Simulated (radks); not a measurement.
Problem. Excited configurations of As I: one electron is placed in a higher orbital outside [Ar] 3d10 4s2 4p2. The ground configuration is [Ar] 3d10 4s2 4p3. Calculated with a radial shooting solver on a logarithmic mesh with Libxc functionals: scalar-relativistic Kohn-Sham, BLYP, spin-polarised, spherical densities, finite nucleus; open shells are filled with parallel spins first; Fermi nuclear charge, rms radius 4.0968 fm. Excitation = E - E(ground); binding = E(ion) - E, where the ion is the core of charge +1; n* = 1/sqrt(2 binding) in atomic units, and the quantum defect is n - n*.

outer orbital  excitation (eV)  binding (eV)     n*  quantum defect  eigenvalue (eV)  <r> (bohr)
4d                       7.737         1.865  2.701           1.299           -0.575       7.880
6s                       7.877         1.725  2.809           3.191           -1.007       12.57
6p                       8.299         1.303  3.232           2.768           -0.735       15.87
7d                       9.002         0.600  4.762           2.238           -0.370       36.62
7f                       9.195         0.407  5.784           1.216           -0.274       61.99

Estimate the row for 5p.

Solution. excitation (eV) 7.312; binding (eV) 2.290; n* 2.437; quantum defect 2.563; eigenvalue (eV) -1.175; <r> (bohr) 8.243. The Delta-SCF ionisation energy is 9.602 eV (NIST Atomic Spectra Database: 9.789 eV, measured). Self-interaction in the functional shifts the binding energies and quantum defects, so they are the method's values and not measured ones. Open shells are spherical and high-spin; term and fine-structure splittings are not resolved.
